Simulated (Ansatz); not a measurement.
Ansatz (a quantum-chemistry and plane-wave program) input (B3LYP-D3(BJ)/def2-TZVP):

Ansatz 0.2 input:
```yaml
crystal:
  periodic: [false, false, false]
  atoms:
    - {symbol: Sn, position_ang: [-0.00000000, -0.00000000, -0.57849087]}
    - {symbol: Cl, position_ang: [0.00000000, 0.00000000, 1.70144373]}
basis:
  gaussian:
    orbitals: def2-TZVP
hamiltonian:
  xc: b3lyp
  dispersion: d3bj
total_charge: 1
phonons: {temperatures: {t_min: 298.15, t_max: 298.15, t_step: 100}}
```

Output:

```
Functional definition: B3LYP
integrals: 0.02 GiB planned
695 factors; their error is unknown
mean field: 0.22 GiB planned
mean field evaluation 1: about -18343.6877 eV, gradient 5.1e1 eV
mean field evaluation 2: about -18244.6099 eV, gradient 1.6e2 eV
mean field evaluation 4: about -18350.5029 eV, gradient 8.9e0 eV
mean field evaluation 8: about -18350.6966 eV, gradient 7.0e-2 eV
mean field evaluation 16: about -18350.7951 eV, gradient 3.9e-5 eV
mean field -18350.79509068 eV, -674.3792809669 hartree, gradient 3.9e-5 eV, S^2 0.000000; 0 other end points of the search recorded, 0 dependent functions left out
the calculation of the forces begins
reference -18350.79528438 eV, -674.3792880850 hartree; 19, 19 occupied and 68, 68 virtual orbitals, 695 factors
these checks for a lower state are left out or cut short: stability, starts, cluster_reference, orbital_swaps, neighbouring_geometries, increment
integrals: 0.02 GiB planned
695 factors; their error is unknown
mean field: 0.22 GiB planned
mean field -18350.79509069 eV, -674.3792809671 hartree, gradient 1.4e-6 eV, S^2 0.000000; 0 other end points of the search recorded, 0 dependent functions left out
the calculation of the forces begins
reference -18350.79528438 eV, -674.3792880852 hartree; 19, 19 occupied and 68, 68 virtual orbitals, 695 factors
these checks for a lower state are left out or cut short: stability, starts, cluster_reference, orbital_swaps, neighbouring_geometries, increment
integrals: 0.02 GiB planned
695 factors; their error is unknown
mean field: 0.22 GiB planned
mean field evaluation 32: about -18350.7951 eV, gradient 1.4e-6 eV
mean field -18350.79509069 eV, -674.3792809671 hartree, gradient 1.4e-6 eV, S^2 0.000000; 0 other end points of the search recorded, 0 dependent functions left out
the calculation of the forces begins
reference -18350.79528438 eV, -674.3792880852 hartree; 19, 19 occupied and 68, 68 virtual orbitals, 695 factors
these checks for a lower state are left out or cut short: stability, starts, cluster_reference, orbital_swaps, neighbouring_geometries, increment
integrals: 0.02 GiB planned
695 factors; their error is unknown
mean field: 0.22 GiB planned
mean field -18350.79509069 eV, -674.3792809671 hartree, gradient 1.4e-6 eV, S^2 0.000000; 0 other end points of the search recorded, 0 dependent functions left out
the calculation of the forces begins
reference -18350.79528438 eV, -674.3792880852 hartree; 19, 19 occupied and 68, 68 virtual orbitals, 695 factors
these checks for a lower state are left out or cut short: stability, starts, cluster_reference, orbital_swaps, neighbouring_geometries, increment
integrals: 0.02 GiB planned
695 factors; their error is unknown
mean field: 0.22 GiB planned
mean field -18350.79509069 eV, -674.3792809671 hartree, gradient 1.4e-6 eV, S^2 0.000000; 0 other end points of the search recorded, 0 dependent functions left out
the calculation of the forces begins
reference -18350.79528438 eV, -674.3792880852 hartree; 19, 19 occupied and 68, 68 virtual orbitals, 695 factors
these checks for a lower state are left out or cut short: stability, starts, cluster_reference, orbital_swaps, neighbouring_geometries, increment
integrals: 0.02 GiB planned
695 factors; their error is unknown
mean field: 0.22 GiB planned
mean field -18350.79502818 eV, -674.3792786701 hartree, gradient 1.4e-6 eV, S^2 0.000000; 0 other end points of the search recorded, 0 dependent functions left out
the calculation of the forces begins
reference -18350.79522181 eV, -674.3792857859 hartree; 19, 19 occupied and 68, 68 virtual orbitals, 695 factors
these checks for a lower state are left out or cut short: stability, starts, cluster_reference, orbital_swaps, neighbouring_geometries, increment
integrals: 0.02 GiB planned
695 factors; their error is unknown
mean field: 0.22 GiB planned
mean field evaluation 64: about -18350.7950 eV, gradient 1.4e-6 eV
mean field -18350.79504537 eV, -674.3792793017 hartree, gradient 1.4e-6 eV, S^2 0.000000; 0 other end points of the search recorded, 0 dependent functions left out
the calculation of the forces begins
reference -18350.79523913 eV, -674.3792864222 hartree; 19, 19 occupied and 68, 68 virtual orbitals, 695 factors
these checks for a lower state are left out or cut short: stability, starts, cluster_reference, orbital_swaps, neighbouring_geometries, increment
integrals: 0.02 GiB planned
695 factors; their error is unknown
mean field: 0.22 GiB planned
mean field -18350.79509069 eV, -674.3792809671 hartree, gradient 1.4e-6 eV, S^2 0.000000; 0 other end points of the search recorded, 0 dependent functions left out
the calculation of the forces begins
reference -18350.79528438 eV, -674.3792880852 hartree; 19, 19 occupied and 68, 68 virtual orbitals, 695 factors
these checks for a lower state are left out or cut short: stability, starts, cluster_reference, orbital_swaps, neighbouring_geometries, increment
integrals: 0.02 GiB planned
695 factors; their error is unknown
mean field: 0.22 GiB planned
mean field -18350.79509069 eV, -674.3792809671 hartree, gradient 1.4e-6 eV, S^2 0.000000; 0 other end points of the search recorded, 0 dependent functions left out
the calculation of the forces begins
reference -18350.79528438 eV, -674.3792880852 hartree; 19, 19 occupied and 68, 68 virtual orbitals, 695 factors
these checks for a lower state are left out or cut short: stability, starts, cluster_reference, orbital_swaps, neighbouring_geometries, increment
integrals: 0.02 GiB planned
695 factors; their error is unknown
mean field: 0.22 GiB planned
mean field -18350.79509069 eV, -674.3792809671 hartree, gradient 1.4e-6 eV, S^2 0.000000; 0 other end points of the search recorded, 0 dependent functions left out
the calculation of the forces begins
reference -18350.79528438 eV, -674.3792880852 hartree; 19, 19 occupied and 68, 68 virtual orbitals, 695 factors
these checks for a lower state are left out or cut short: stability, starts, cluster_reference, orbital_swaps, neighbouring_geometries, increment
integrals: 0.02 GiB planned
695 factors; their error is unknown
mean field: 0.22 GiB planned
mean field evaluation 96: about -18350.7951 eV, gradient 1.4e-6 eV
mean field -18350.79509069 eV, -674.3792809671 hartree, gradient 1.4e-6 eV, S^2 0.000000; 0 other end points of the search recorded, 0 dependent functions left out
the calculation of the forces begins
reference -18350.79528438 eV, -674.3792880852 hartree; 19, 19 occupied and 68, 68 virtual orbitals, 695 factors
these checks for a lower state are left out or cut short: stability, starts, cluster_reference, orbital_swaps, neighbouring_geometries, increment
integrals: 0.02 GiB planned
695 factors; their error is unknown
mean field: 0.22 GiB planned
mean field -18350.79504537 eV, -674.3792793017 hartree, gradient 1.4e-6 eV, S^2 0.000000; 0 other end points of the search recorded, 0 dependent functions left out
the calculation of the forces begins
reference -18350.79523913 eV, -674.3792864222 hartree; 19, 19 occupied and 68, 68 virtual orbitals, 695 factors
these checks for a lower state are left out or cut short: stability, starts, cluster_reference, orbital_swaps, neighbouring_geometries, increment
integrals: 0.02 GiB planned
695 factors; their error is unknown
mean field: 0.22 GiB planned
mean field -18350.79502818 eV, -674.3792786701 hartree, gradient 1.4e-6 eV, S^2 0.000000; 0 other end points of the search recorded, 0 dependent functions left out
the calculation of the forces begins
reference -18350.79522181 eV, -674.3792857859 hartree; 19, 19 occupied and 68, 68 virtual orbitals, 695 factors
Total energy: -18350.87970841 eV, -674.3823906110 hartree
Atom 0 at    -0.000000    -0.000000    -0.578491 Å, force     0.000000    -0.000000     0.000136 eV/Å
Atom 1 at     0.000000     0.000000     1.701444 Å, force    -0.000000     0.000000    -0.000136 eV/Å
Dipole moment:     0.000000    -0.000000    -0.613511 e Å
Vibrations: 414.64 cm⁻¹, zero-point energy 0.025704 eV
```
